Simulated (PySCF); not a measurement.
## Working with the constants of InSe

UHF-CCSD(T) constants of InSe, ²Σ⁺ (doublet), unpaired electrons σ ↑ (In x2c-TZVPPall, Se x2c-TZVPPall; spin-free X2C with a Gaussian nucleus (PySCF 2.14); masses 114.9039 and 79.9165 u):

| Item | Value |
| --- | --- |
| ωe | 258.4 cm⁻¹ |
| ωexe | 0.915 cm⁻¹ |
| Be | 0.062385 cm⁻¹ |
| αe | 0.000262 cm⁻¹ |
| D (centrifugal) | 1.45e-08 cm⁻¹ |
| De to In + Se | 2.83 eV |

Q: Give the vibrational terms G(v) and spacings up to v = 3.

A: G(v) = ωe(v+½) − ωexe(v+½)².

```csv
v,G(v) (cm⁻¹),G(v) − G(v−1),Bv (cm⁻¹)
0,129,,0.06225
1,386,257,0.06199
2,640,255,0.06173
3,893,253,0.06147
```

Q: How well does the Morse estimate ωe²/(4ωexe) reproduce De, and what is D0?

A: It gives 2.26 eV, 80 % of the computed De. D0 = De − G(0) = 2.83 − 0.02 = 2.81 eV.

Correlated steps freeze 27 core orbitals. Spin–orbit coupling is left out, which matters for elements this heavy, above all for dissociation energies. The state was picked by a PBE0 search and need not be the measured ground state.
